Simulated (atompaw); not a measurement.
# Cutoff test, Zr, PAW (atompaw)

atompaw 4.2.0.5 input, output lines left out:

```
Zr 40
LDA-PW scalarrelativistic loggrid 1500 logderivrange -3 5 201
5 5 4 0 0 0
5 0 1.5
5 1 0
4 2 2
0 0 0
c
c
c
c
v
c
c
c
v
c
v
2
3.00 2.35 2.60 1.65
y
0.05
n
y
0.1
n
y
0.2
n
custom rrkj vanderbiltortho sinc
bessel
3.00
3.00
3.00
3.00
2.30
3.00
```

The pseudo-atom Hamiltonian at the reference potential is diagonalised in spherical Bessel functions j_l(qr) that vanish at 20 bohr, with q² up to the cutoff. All-electron valence levels (Ry): 5s -0.5378, 5p -0.2862, 4d -0.5020.

How do the lowest levels (Ry) of each channel move with the cutoff, and are there ghosts?

```csv
cutoff (Ry),s #1,s #2,p #1,p #2,d #1,f #1,f #2,Σ f·Δε (mRy)
8,-0.5378,-0.0989,-0.2862,-0.1442,-0.4165,0.0236,0.1201,171.1
10,-0.5378,-0.0989,-0.2862,-0.2364,-0.4492,0.0236,0.1201,105.7
15,-0.5379,-0.0989,-0.2863,-0.2509,-0.4946,0.0236,0.1201,14.8
18,-0.5379,-0.0989,-0.2863,-0.2558,-0.5013,0.0236,0.1201,1.3
25,-0.5379,-0.0989,-0.2863,-0.2575,-0.5017,0.0236,0.1201,0.5
30,-0.5379,-0.0989,-0.2863,-0.2585,-0.5019,0.0236,0.1201,0.2
400,-0.5379,-0.0989,-0.2863,-0.2592,-0.5020,0.0236,0.1201,0.0
```

Result: ghost state, extra bound levels that the all-electron valence spectrum of the same l lacks: p at -3.5 eV (a true bound ghost makes a file unfit for plane-wave use); 10 mRy is reached at 18 Ry and 1 mRy at 21 Ry.
